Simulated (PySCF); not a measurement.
How the method moves the HOMO and LUMO of MeOCH2CF3

Compound: MeOCH2CF3, C3H5F3O.
Cartesian coordinates in Å at the PBE0-D3(BJ)/def2-SVP level; atoms count from 1:
```xyz
12
C3H5F3O angstrom
C      1.6618   -0.3298   -0.0517
O      0.6596    0.0205   -0.9691
C     -0.4368    0.6797   -0.4457
C     -1.4074   -0.2215    0.2997
F     -2.5351    0.4483    0.5565
F     -0.9134   -0.6350    1.4753
F     -1.7173   -1.3046   -0.4064
H      2.5313   -0.6600   -0.6356
H      1.3558   -1.1497    0.6201
H      1.9612    0.5351    0.5705
H     -0.1570    1.4988    0.2464
H     -0.9972    1.1172   -1.2853
```

Basis pcSseg-1 throughout (PySCF), one geometry. One conformer (not necessarily the lowest) at the PBE0-D3(BJ)/def2-SVP geometry, without solvent, vibrations or thermal averaging.

Task: How do the orbital energies, the gap and the dipole change with the method?

Result: 
```csv
method,kind,HOMO (eV),LUMO (eV),gap (eV),μ (D),SCF cycles
PBE,GGA,-6.40,0.57,6.97,1.79,15
B97-D,GGA,-6.48,0.71,7.20,1.84,15
LDA,LDA,-6.55,0.31,6.85,1.88,14
KT2,GGA,-6.61,0.47,7.08,1.84,15
B97-2,global hybrid,-7.83,1.46,9.29,1.96,14
PBE0,global hybrid,-8.09,1.45,9.54,1.97,13
mPW1PW91,global hybrid,-8.15,1.46,9.61,1.99,13
BHandHLYP,global hybrid,-9.74,2.13,11.87,2.11,13
```

The HOMO spans 3.33 eV, from PBE down to BHandHLYP, and the gap runs from 6.85 eV (LDA) to 11.87 eV (BHandHLYP). Over the methods PBE (0 %), B97-D (0 %), LDA (0 %), KT2 (0 %), B97-2 (21 %), PBE0 (25 %), mPW1PW91 (25 %), BHandHLYP (50 %), a straight line through the gap against the share of exact exchange rises by 0.98 eV for each 10 % (correlation coefficient 0.997). The dipole ranges from 1.79 D (PBE) to 2.11 D (BHandHLYP). This basis has no diffuse functions.

The vertical ΔSCF ionisation energy at B3LYP/def2-SVPD is 10.58 eV; −ε(HOMO) comes closest to it with BHandHLYP (9.74 eV).
